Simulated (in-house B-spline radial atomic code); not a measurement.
Radial electron density of Se-, [Ar] 3d10 4s2 4p5. Method: scalar-relativistic (X2C) Hartree-Fock, spin-polarised, averaged over the determinants with the given up and down occupations, Fermi nucleus of rms radius 4.14 fm. Calculated with an all-electron radial atomic-structure program (B-spline basis).

One-electron X2C: radii and densities carry no picture-change correction, so inner-shell <1/r> comes out high (for 1s by about 2 % at Z = 33, 5 % at 54, 10 % at 75, 30 % at 118) and <r> low.

Columns: r (bohr), 4πr²n(r) (electrons per bohr), bar.

```
 0.00165    1.249 #
 0.00202    1.765 ##
 0.00249    2.508 ##
 0.00305    3.506 ###
 0.00375    4.891 ####
 0.00461    6.756 ######
 0.00566    9.199 ########
 0.00696    12.37 ###########
 0.00855    16.29 ###############
  0.0105    20.97 ###################
  0.0129    26.24 ########################
  0.0158    31.64 #############################
  0.0195    36.79 #################################
  0.0239    40.49 #####################################
  0.0294    42.15 ######################################
  0.0361    41.26 #####################################
  0.0444    38.36 ###################################
  0.0545     35.2 ################################
   0.067    34.18 ###############################
  0.0823    37.09 #################################
   0.101    43.17 #######################################
   0.124    48.71 ############################################
   0.153    48.81 ############################################
   0.187    42.02 ######################################
    0.23    32.05 #############################
   0.283     26.3 ########################
   0.348    27.97 #########################
   0.427    32.35 #############################
   0.525    32.21 #############################
   0.645    25.31 #######################
   0.792    15.71 ##############
   0.973    8.359 ########
     1.2    4.889 ####
    1.47    3.984 ####
     1.8     3.61 ###
    2.22    2.886 ###
    2.72    1.942 ##
    3.35    1.081 #
    4.11   0.5153 
    5.05   0.2074 
    6.21  0.06959 
    7.62  0.01927 
    9.37 0.004133
```

On this grid the curve has 3 maxima, near 0.0294, 0.153, 0.427 bohr.

The 4s up radial function P(r) = rR(r), positive near the nucleus:

```csv
r (bohr),P
0.000588,0.01097
0.000888,0.0158
0.00134,0.02263
0.00202,0.03216
0.00305,0.04527
0.00461,0.06266
0.00696,0.08426
0.0105,0.1082
0.0158,0.1286
0.0239,0.133
0.0361,0.1004
0.0545,0.0111
0.0823,-0.125
0.124,-0.223
0.187,-0.1386
0.283,0.1606
0.427,0.3676
0.645,0.109
0.973,-0.4696
1.47,-0.8078
2.22,-0.6357
3.35,-0.2736
5.05,-0.06237
7.62,-0.006668
```
